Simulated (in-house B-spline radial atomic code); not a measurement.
Br⁵⁺. Computed with a B-spline radial atomic code. Model: all-electron spherical atom, spin shells full or empty, radial basis limit, no spin-orbit coupling, Breit or QED, empty-state partial waves extrapolated as (l+1/2)^-4, RPA, G0W0 and static COHSEX of the highest shell as one setting changes (uncorrelated shells keep exact exchange).

Empty levels are discrete states of a finite basis, so the steps are uneven.

Given: element Br; charge 5; filled core Ar; hamiltonian one-electron scalar X2C; mean-field start r2SCAN; highest l of empty states 9; nuclear rms radius 4.1629 fm; lowest nl shells left uncorrelated 0; highest mean-field shell 4s; box radius 10.43 bohr.

Shell: 3d 5 5, 4s 1 1 (electrons up and down).

| highest empty level kept (hartree) | RPA correlation energy (hartree) | G0W0 level (eV) | G0W0 minus most complete (meV) | COHSEX level (eV) | linearised minus solved G0W0 (meV) |
| --- | --- | --- | --- | --- | --- |
| 12 | -0.68708 | -87.709 | 302.1 | -89.579 | 26.5 |
| 24 | -0.98757 | -87.829 | 182.3 | -89.839 | 27.3 |
| 42 | -1.2246 | -87.89 | 120.9 | -90 | 27.7 |
| 72 | -1.4971 | -87.939 | 72.4 | -90.143 | 28 |
| 120 | -1.6959 | -87.967 | 44.7 | -90.24 | 28.2 |
| 216 | -1.8753 | -87.985 | 26.3 | -90.301 | 28.4 |
| 360 | -2.0125 | -87.996 | 15 | -90.336 | 28.5 |
| 720 | ? | ? | ? | ? | ? |
| 1440 | ? | ? | ? | ? | ? |
| 3000 | -2.2518 | -88.01 | 1.4 | -90.378 | 28.6 |
| 7200 | -2.2744 | -88.011 | 0.4 | -90.381 | 28.6 |
| 24000 | -2.2832 | -88.011 | 0 | -90.382 | 28.6 |

(1) What follows for highest empty level kept = 1440?

(2) What follows for highest empty level kept = 720?

## Answers

(1) RPA correlation energy -2.2127 hartree; G0W0 level -88.008 eV; G0W0 minus most complete 3.2 meV; COHSEX level -90.373 eV; linearised minus solved G0W0 28.6 meV.

(2) RPA correlation energy -2.1361 hartree; G0W0 level -88.004 eV; G0W0 minus most complete 7.1 meV; COHSEX level -90.361 eV; linearised minus solved G0W0 28.5 meV.
